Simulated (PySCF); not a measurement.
Screening by computed properties: pick the candidate that meets the target.

Species are written as SMILES; each is one conformer at its optimised geometry, gas phase, non-relativistic unless stated; the electronic structure was computed with PySCF and density fitting.

Dipoles, sizes and rotational constants follow the conformer. The torsions of the flexible species, by atom-mapped SMILES:
- `[F:1][C:2]([F:3])=[C:4]([F:5])[PH2:6]`: H–P6–C4–C2 127°, H–P6–C4–C2 33°
- `[CH2:1]=[CH:2][SiH2:3][CH:4]=[O:5]`: C1–C2–Si3–C4 117°, C2–Si3–C4–O5 112°
- `[CH:1]#[C:2][CH2:3][Si@@:4]([CH3:5])([NH2:6])[C:7]#[N:8]`: C2–C3–Si4–C5 -173°, H–N6–Si4–C3 40°, H–N6–Si4–C3 -176°
- `[O:1]=[C:2]=[C:3]([Cl:4])[CH2:5][SiH2:6][SiH3:7]`: C2–C3–C5–Si6 110°, C3–C5–Si6–Si7 177°
- `[CH:1]#[C:2][C@:3]([F:4])([CH2:5][CH:6]=[O:7])[SiH2:8][OH:9]`: C2–C3–C5–C6 170°, C3–C5–C6–O7 89°, C2–C3–Si8–O9 116°, H–O9–Si8–C3 49°
- `[CH:1]#[C:2][P:3]([CH:4]=[CH2:5])[C:6](=[O:7])[O:8][CH3:9]`: C2–P3–C4–C5 -33°, C2–P3–C6–O7 -137°, P3–C6–O8–C9 176°
- `[CH2:1]=[CH:2][c:3]1[cH:4][n:5][n:6]([SiH3:7])[cH:8]1`: C1–C2–C3–C4 180°

Problem. Wanted: electronic spatial extent ⟨r²⟩ about the centre of nuclear charge between 600 bohr² and 700 bohr² (CAM-B3LYP/def2-SVPD) and HOMO energy below -8 eV (CAM-B3LYP/def2-SVPD), at GFN2-xTB geometries. Which candidate meets both?
A. `C#CC[Si@@](C)(N)C#N`
B. `O=C=C(Cl)C[SiH2][SiH3]`
C. `C=C[SiH2]C=O`
D. `C(F)(F)=C(F)P`
E. `Cc1cnc[nH]1`
F. `C#CP(C=C)C(=O)OC`
G. `C#C[C@](F)(CC=O)[SiH2]O`

Solution. C. Computed values:
```
                species  electronic spatial extent ⟨r²⟩ about the centre of nuclear charge  HOMO energy
            Cc1cnc[nH]1                                                          497 bohr²     -7.68 eV
           C=C[SiH2]C=O                                                          694 bohr²     -8.36 eV
          C(F)(F)=C(F)P                                                          718 bohr²     -8.63 eV
    C#CC[Si@@](C)(N)C#N                                                         1256 bohr²     -9.08 eV
C#C[C@](F)(CC=O)[SiH2]O                                                         1362 bohr²     -9.26 eV
       C#CP(C=C)C(=O)OC                                                         1476 bohr²     -8.20 eV
 O=C=C(Cl)C[SiH2][SiH3]                                                         2008 bohr²     -7.93 eV
```

Problem. Wanted: dipole moment below 2 D (CAM-B3LYP/def2-SVPD) and static isotropic polarisability below 80 au (CAM-B3LYP/def2-SVPD), at GFN2-xTB geometries. Which candidate meets both?
A. `CC1=CN=CN1`
B. `C=Cc1cnn([SiH3])c1`
C. `C#CC[Si@@](C)(N)C#N`
D. `C=C[SiH2]C=O`
E. `C#C[C@](F)(CC=O)[SiH2]O`
F. `FC(F)=C(F)P`

Solution. F. Computed values:
```csv
species,dipole moment,static isotropic polarisability
FC(F)=C(F)P,1.63 D,53.1 au
C=Cc1cnn([SiH3])c1,1.83 D,99.6 au
C#C[C@](F)(CC=O)[SiH2]O,2.56 D,87.9 au
C=C[SiH2]C=O,3.05 D,67.0 au
C#CC[Si@@](C)(N)C#N,3.85 D,91.3 au
CC1=CN=CN1,4.04 D,58.4 au
```

Problem. Wanted: smallest rotational constant above 1.6 GHz (GFN2-xTB) and HOMO–LUMO gap above 8 eV (CAM-B3LYP/def2-SVPD), at GFN2-xTB geometries. Which candidate meets both?
A. `Cc1cnc[nH]1`
B. `FC(F)=C(F)P`
C. `C=Cc1cnn([SiH3])c1`
D. `O=C=C(Cl)C[SiH2][SiH3]`
E. `C#C[C@](F)(CC=O)[SiH2]O`
F. `O=C[SiH2]C=C`
G. `C#CC[Si@@](C)(N)C#N`

Solution. A. Computed values:
```csv
species,smallest rotational constant,HOMO–LUMO gap
O=C=C(Cl)C[SiH2][SiH3],0.535 GHz,7.06 eV
C=Cc1cnn([SiH3])c1,0.816 GHz,8.04 eV
C#C[C@](F)(CC=O)[SiH2]O,0.898 GHz,8.62 eV
C#CC[Si@@](C)(N)C#N,1.031 GHz,9.83 eV
FC(F)=C(F)P,1.434 GHz,9.32 eV
O=C[SiH2]C=C,1.766 GHz,7.91 eV
Cc1cnc[nH]1,2.595 GHz,8.77 eV
```

Problem. Wanted: lowest singlet excitation between 5 eV and 6.2 eV (TDDFT CAM-B3LYP/def2-SVPD) and lowest triplet excitation (Tamm–Dancoff) above 4 eV (TDA CAM-B3LYP/def2-SVPD), at GFN2-xTB geometries. Which candidate meets both?
A. `c1ncc(C)[nH]1`
B. `c1cn(C)nc1`
C. `C=C[SiH2]C=O`
D. `C#C[C@](F)(CC=O)[SiH2]O`
E. `O=C=C(Cl)C[SiH2][SiH3]`
F. `C#CC[Si@@](C)(N)C#N`
G. `C=Cc1cnn([SiH3])c1`

Solution. A. Computed values:
| species | lowest singlet excitation | lowest triplet excitation (Tamm–Dancoff) |
| --- | --- | --- |
| O=C=C(Cl)C[SiH2][SiH3] | 2.68 eV | 2.27 eV |
| C=C[SiH2]C=O | 3.21 eV | 2.53 eV |
| C#C[C@](F)(CC=O)[SiH2]O | 4.24 eV | 3.66 eV |
| C=Cc1cnn([SiH3])c1 | 5.25 eV | 3.39 eV |
| c1ncc(C)[nH]1 | 5.93 eV | 4.47 eV |
| C#CC[Si@@](C)(N)C#N | 6.55 eV | 5.47 eV |
| c1cn(C)nc1 | 6.65 eV | 4.72 eV |
